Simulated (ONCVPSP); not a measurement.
Building the ONCV potential for nickel (Ni) (PBE, fully relativistic).

nickel (Ni), optimised norm-conserving Vanderbilt (ONCV), made with ONCVPSP 4.0.1 (PBE, fully relativistic). Core [Ne] 3s2, reference 3p6 3d8 4s1.75 4p0.25. Waves: 4s: rc 1.65 bohr, ncon 4, nbas 7, qcut 4.7 1/bohr, 3 projectors, debl 3 Ha; 3p+4p: rc 1.35 bohr, ncon 4, nbas 9, qcut 10 1/bohr, 2 projectors; 3d: rc 1.35 bohr, ncon 3, nbas 7, qcut 13 1/bohr, 2 projectors, debl 0.5 Ha. Local part: polynomial inside 0.95 bohr (lpopt 3, dvloc0 -1 Ha). Core correction: Teter function, fcfact 3.5, rcfact 1.6.

Open shells are filled in proportion to 2j + 1.

All-electron outer shells of the reference configuration (PBE, scalar-relativistic, ld1.x):

| shell | level (eV) | outermost node (bohr) | outermost maximum (bohr) |
| --- | --- | --- | --- |
| 2p | -845.20 | – | 0.16 |
| 3s | -111.60 | 0.30 | 0.64 |
| 3p | -71.93 | 0.27 | 0.65 |
| 3d | -9.40 | – | 0.63 |
| 4s | -5.99 | 0.92 | 2.21 |
| 4p | -1.49 | 1.00 | 3.14 |

Question: Is a potential produced?

Answer: No. ONCVPSP 4.0.1 stopped with "optimize: ERROR ps0norm > uunorm, code will stop": the continuity conditions at rc already need more norm inside rc than the all-electron wave has, so norm conservation cannot be met. It happened in the s channel.
